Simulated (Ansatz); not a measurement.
`[NH2][Hf]([OH])([F])[Cl]`. Total charge 0; spin multiplicity 1. Hf takes the def2 core potential. All single points use the PBE0-D4/def2-TZVP geometry. It is one conformer, not always the lowest.

```xyz
8

N    -1.048    0.411    1.010
Hf    0.221   -0.510   -0.259
O     1.085    0.877   -1.239
F    -0.792   -1.707   -1.350
Cl    1.787   -1.810    0.957
H    -1.784   -0.041    1.535
H    -1.053    1.398    1.220
H     1.584    1.382   -1.874
```

Task: What is the dipole moment at B3LYP/def2-TZVPP? (An estimate is asked.)

Result: Ansatz gave: 3.08 D, with components (-0.54, 3.01, -0.43) D in this frame, pointing from negative to positive charge.

Task: And with PBE, r2SCAN, ωB97M-V? (Estimate.)

Result: The calculation gave: PBE 3.07 D, r2SCAN 3.12 D, ωB97M-V 3.08 D.

Task: Give the Mulliken charges with B3LYP, PBE, ωB97M-V in def2-TZVPP. (Best estimate.)

Result: The calculation gave: 
```csv
atom,B3LYP,PBE,ωB97M-V
N1,-0.44,-0.41,-0.40
Hf2,1.07,0.90,1.02
O3,-0.43,-0.38,-0.40
F4,-0.36,-0.31,-0.34
Cl5,-0.32,-0.29,-0.29
H6,0.14,0.15,0.12
H7,0.14,0.15,0.12
H8,0.19,0.19,0.17
```

B3LYP here is the variant with VWN-RPA as its local correlation; programs differ in this.
